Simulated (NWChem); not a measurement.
Molecule: SnF₂, singlet; SMILES [F][Sn][F]

```xyz
3

Sn     0.0000     0.0000     0.3456
F     -1.4491     0.0000    -0.9601
F      1.4491     0.0000    -0.9601
```
Atoms are numbered in this order, from 1.

Low-valent species are run as closed-shell singlets; no triplet was tried in these runs. Geometry: optimised at PBE0/def2-SVP. def2 effective core potentials on Sn; no spin-orbit coupling.

Symmetry labels are those of C2v in the frame above (b1 and b2, or b-type labels, depend on it).

Q: List the 6 lowest vertical singlet excitations and the 6 lowest triplet ones from CAM-B3LYP/def2-SVP with def2 effective core potentials on Sn, TDA (NWChem).

A: 
| state | energy (eV) | oscillator strength | symmetry | leading excitation (squared amplitude) |
|---|---|---|---|---|
| S1 | 5.04 | 0.146 | b2 | HOMO → LUMO (0.96) |
| S2 | 5.97 | 0.000 | a2 | HOMO−1 → LUMO (0.99) |
| S3 | 6.60 | 0.007 | b1 | HOMO−2 → LUMO (0.76) |
| S4 | 6.73 | 0.022 | b2 | HOMO−3 → LUMO (0.98) |
| S5 | 7.15 | 0.000 | a2 | HOMO−5 → LUMO (0.99) |
| S6 | 7.19 | 0.008 | a1 | HOMO−4 → LUMO (0.77) |
| T1 | 3.53 | spin-forbidden | b2 | HOMO → LUMO (0.98) |
| T2 | 5.79 | spin-forbidden | b1 | HOMO → LUMO+1 (0.87) |
| T3 | 5.83 | spin-forbidden | a2 | HOMO−1 → LUMO (0.99) |
| T4 | 5.85 | spin-forbidden | b1 | HOMO−2 → LUMO (0.88) |
| T5 | 6.31 | spin-forbidden | a1 | HOMO−4 → LUMO (0.98) |
| T6 | 6.47 | spin-forbidden | b2 | HOMO−3 → LUMO (0.98) |
